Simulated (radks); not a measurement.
Question: Excited configurations of the rubidium ion Rb31+: one electron is placed in a higher orbital outside [He] 2s2 2p1. The ground configuration is [He] 2s2 2p2. Method: Dirac Kohn-Sham, PBE, spin-unpolarised, spherical densities, finite nucleus; open shells are shared between the two j in proportion to 2j + 1; Fermi nuclear charge, rms radius 4.2036 fm; computed with a radial shooting solver on a logarithmic mesh with Libxc functionals. Excitation = E - E(ground); binding = E(ion) - E, where the ion is the core of charge +32; n* = 32/sqrt(2 binding) in atomic units. These energies are relativistic, and a one-electron ion of charge +32 with no core already has n* below n in this formula (Dirac formula, point nucleus, mean over j: 3s 2.979, 3p 2.988, 5p 4.986, 5d 4.993, 7d 6.992, 7f 6.995). The quantum defect is therefore taken as that value minus n*, so that it holds no relativistic shift of the bare ion. Eigenvalue and <r> are those of j = l + 1/2.

outer orbital  excitation (eV)  binding (eV)     n*  quantum defect  eigenvalue (eV)  <r> (bohr)
3s                      2104.3        1677.0  2.882           0.097          -1649.5      0.3898
5p                      3205.0        576.28  4.917           0.069          -566.64       1.106
5d                      3214.5        566.74  4.958           0.035          -557.49       1.060
7d                      3492.6        288.69  6.947           0.045          -284.51       2.172
7f                      3494.6        286.69  6.971           0.024          -282.43       2.093

Estimate the row for 3p.

Answer: excitation (eV) 2152.7; binding (eV) 1628.5; n* 2.925; quantum defect 0.064; eigenvalue (eV) -1592.4; <r> (bohr) 0.3722. The Delta-SCF ionisation energy is 3781.3 eV (NIST Atomic Spectra Database: 3815 eV, semi-empirical). Self-interaction in the functional shifts the binding energies and quantum defects, so they are the method's values and not measured ones. Spin polarisation and multiplet splitting are left out, so open shells lie too high by an amount that depends on their filling. Sharing an open shell by 2j + 1 raises it above the true ground level by a part of the spin-orbit splitting, which enters the differences from NIST.

Beside tabulated values, note that spin-unpolarised runs miss the spin-polarisation part of the exchange energy of open shells.
